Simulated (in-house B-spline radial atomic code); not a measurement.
## Removing one electron from Ho37+

Closed shell [Ar] 3d10 4s2. Computed with a B-spline radial code for spherical atoms: Koopmans values of Dirac-Hartree-Fock plus a diagonal self-energy, in second order or with its direct term screened (direct RPA, with the hole-particle interaction, or full time-dependent Hartree-Fock), linearised in energy; no-pair Dirac-Coulomb Hamiltonian, finite nucleus. Shifts add to the Koopmans value (the ΔSCF shift is orbital relaxation alone); the final value takes TDHF screening with Breit and QED.

Command:
```bash
python run_mb.py task.json out
```
Settings (nuclear radius in fm, box in bohr, cutoff in hartree):
```
basis_form          2
Z                   67
core_configuration  [Ar] 3d10 4s2
rms_radius          5.2022
mass_number         165
speed_of_light      137.036
box_radius          3.106
lmax                7
intervals           57
virtual_cutoff      17956.0
```

Cost of the run: 17 s on 1 thread of Intel(R) Xeon(R) 6975P-C (shared host).

Energies in eV:

```
subshell  Koopmans  ΔSCF shift  second order  direct RPA  hole-particle  TDHF  Breit + QED  final
   4s1/2   1721.94      -0.259             ?           ?              ?     ?            ?      ?
```

Problem. What does the self-energy do to 4s1/2?

Solution. It shifts the removal energy by 3.063 eV in second order, 2.224 with direct RPA, 2.554 with the hole-particle term and 2.772 with TDHF screening (quasi-particle weight 0.994); Breit and QED add -2.056 eV. The final value is 1722.65 eV, against 1719 ± 4 eV (NIST, tabulated theory).
